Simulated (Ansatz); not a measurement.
The cluster Si₅Te₃. Charge 0, multiplicity 1. Geometry PBE-D4/def2-SVP.

```xyz
8

Si    0.793    0.274    0.887
Si   -1.169    0.845    2.262
Si    1.665   -0.188   -1.259
Si    2.633    1.396    0.014
Si   -0.103   -1.882    0.139
Te    0.535   -2.002   -2.455
Te   -1.905    2.138    0.072
Te   -2.448   -0.582    0.342
```

In the def2 sets Te takes a core potential; there is no spin–orbit coupling. Another isomer (singlet) lies 1.34 eV lower at PBE0-D4/def2-TZVP; other spin states weren't run for this one.

Problem. Estimate the orbital energies around the gap (eV) in Ansatz with PBE-D4/def2-TZVP, r2SCAN-D4/def2-TZVP, r2SCANh-D4/def2-TZVP, PBE0-D4/def2-TZVP.

Solution. 
```json
{"orbital": "HOMO−9", "PBE-D4/def2-TZVP": "-7.99", "r2SCAN-D4/def2-TZVP": "-8.34", "r2SCANh-D4/def2-TZVP": "-8.72", "PBE0-D4/def2-TZVP": "-9.07"}
{"orbital": "HOMO−8", "PBE-D4/def2-TZVP": "-7.65", "r2SCAN-D4/def2-TZVP": "-7.98", "r2SCANh-D4/def2-TZVP": "-8.34", "PBE0-D4/def2-TZVP": "-8.69"}
{"orbital": "HOMO−7", "PBE-D4/def2-TZVP": "-7.30", "r2SCAN-D4/def2-TZVP": "-7.60", "r2SCANh-D4/def2-TZVP": "-7.95", "PBE0-D4/def2-TZVP": "-8.29"}
{"orbital": "HOMO−6", "PBE-D4/def2-TZVP": "-6.76", "r2SCAN-D4/def2-TZVP": "-7.02", "r2SCANh-D4/def2-TZVP": "-7.35", "PBE0-D4/def2-TZVP": "-7.68"}
{"orbital": "HOMO−5", "PBE-D4/def2-TZVP": "-6.55", "r2SCAN-D4/def2-TZVP": "-6.83", "r2SCANh-D4/def2-TZVP": "-7.18", "PBE0-D4/def2-TZVP": "-7.52"}
{"orbital": "HOMO−4", "PBE-D4/def2-TZVP": "-6.28", "r2SCAN-D4/def2-TZVP": "-6.55", "r2SCANh-D4/def2-TZVP": "-6.88", "PBE0-D4/def2-TZVP": "-7.20"}
{"orbital": "HOMO−3", "PBE-D4/def2-TZVP": "-5.83", "r2SCAN-D4/def2-TZVP": "-6.06", "r2SCANh-D4/def2-TZVP": "-6.37", "PBE0-D4/def2-TZVP": "-6.69"}
{"orbital": "HOMO−2", "PBE-D4/def2-TZVP": "-5.67", "r2SCAN-D4/def2-TZVP": "-5.87", "r2SCANh-D4/def2-TZVP": "-6.15", "PBE0-D4/def2-TZVP": "-6.47"}
{"orbital": "HOMO−1", "PBE-D4/def2-TZVP": "-5.38", "r2SCAN-D4/def2-TZVP": "-5.57", "r2SCANh-D4/def2-TZVP": "-5.87", "PBE0-D4/def2-TZVP": "-6.19"}
{"orbital": "HOMO", "PBE-D4/def2-TZVP": "-5.06", "r2SCAN-D4/def2-TZVP": "-5.27", "r2SCANh-D4/def2-TZVP": "-5.57", "PBE0-D4/def2-TZVP": "-5.89"}
{"orbital": "LUMO", "PBE-D4/def2-TZVP": "-3.66", "r2SCAN-D4/def2-TZVP": "-3.67", "r2SCANh-D4/def2-TZVP": "-3.44", "PBE0-D4/def2-TZVP": "-3.07"}
{"orbital": "LUMO+1", "PBE-D4/def2-TZVP": "-3.15", "r2SCAN-D4/def2-TZVP": "-3.13", "r2SCANh-D4/def2-TZVP": "-2.91", "PBE0-D4/def2-TZVP": "-2.56"}
{"orbital": "LUMO+2", "PBE-D4/def2-TZVP": "-2.90", "r2SCAN-D4/def2-TZVP": "-2.81", "r2SCANh-D4/def2-TZVP": "-2.57", "PBE0-D4/def2-TZVP": "-2.23"}
{"orbital": "LUMO+3", "PBE-D4/def2-TZVP": "-2.70", "r2SCAN-D4/def2-TZVP": "-2.64", "r2SCANh-D4/def2-TZVP": "-2.41", "PBE0-D4/def2-TZVP": "-2.07"}
{"orbital": "LUMO+4", "PBE-D4/def2-TZVP": "-2.58", "r2SCAN-D4/def2-TZVP": "-2.49", "r2SCANh-D4/def2-TZVP": "-2.25", "PBE0-D4/def2-TZVP": "-1.93"}
{"orbital": "LUMO+5", "PBE-D4/def2-TZVP": "-2.39", "r2SCAN-D4/def2-TZVP": "-2.28", "r2SCANh-D4/def2-TZVP": "-2.03", "PBE0-D4/def2-TZVP": "-1.70"}
```
